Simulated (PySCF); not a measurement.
## Vertical excitation energies

Compound: C6H7FSi.
InChI=1S/C6H7FSi/c1-2-5-3-4-8-6(5)7/h1,3,6H,4,8H2/t6-/m0/s1

Theory: TDDFT CAM-B3LYP/def2-SVPD, vertical, gas phase, core orbitals frozen in the response (PySCF 2.14.0, density-fitted response routines). Geometry: GFN2-xTB; no solvent, vibrations or thermal averaging.

```tsv
state	E (eV)	λ (nm)	f	|μ| (D)	main configurations (H = HOMO, L = LUMO)
S1	5.55	223.4	0.0003	0.12	H-1→L (85%)
S2	5.63	220.2	0.257	3.47	H→L (85%)
S3	6.23	199.1	0.0017	0.27	H→L+5 (28%), H→L+7 (17%), H→L+6 (17%)
S4	6.56	189.1	0.0047	0.43	H-2→L (78%)
S5	6.71	184.9	0.0029	0.34	H→L+2 (59%), H→L+1 (28%)
S6	6.98	177.5	0.015	0.75	H→L+1 (27%), H→L+2 (13%), H→L+6 (11%)
S7	7.27	170.6	0.024	0.93	H→L+1 (21%), H→L+2 (14%), H→L+3 (14%)
S8	7.44	166.7	0.021	0.85	H-3→L (68%)
```

Triplets, Tamm–Dancoff:

| state | E (eV) | λ (nm) | main configurations (H = HOMO, L = LUMO) |
| --- | --- | --- | --- |
| T1 | 3.54 | 350.0 | H→L (92%) |
| T2 | 5.22 | 237.6 | H-1→L (71%) |
| T3 | 5.54 | 223.7 | H-4→L (13%), H-1→L+5 (12%), H-1→L+7 (10%) |

The lowest singlet comes at 223 nm (535 kJ/mol) in the ultraviolet; it is dark (f under 0.0005); its leading configuration is HOMO-1→LUMO (85%). The most intense listed level is S2 at 5.63 eV (220 nm, f = 0.257), 0.08 eV above S1. Löwdin shares by element: HOMO carbon 83% or more (atoms not listed hold the other 17%); LUMO carbon 74% or more (atoms not listed hold the other 26%). The oscillator strengths of these states sum to 0.326; summed over the whole spectrum of an exact calculation they would give the number of electrons, 66 (Thomas–Reiche–Kuhn). The listed states span 1.89 eV, and the widest gap between neighbours is 0.60 eV (S2 to S3). Of the 8 states listed, 4 reach f = 0.01 and 1 stays under 0.0005. No computed singlet lies in the visible range (380 to 750 nm); the lowest, at 223 nm, stands 2.29 eV above its violet end (3.26 eV). The window holds the lowest 8 singlets.
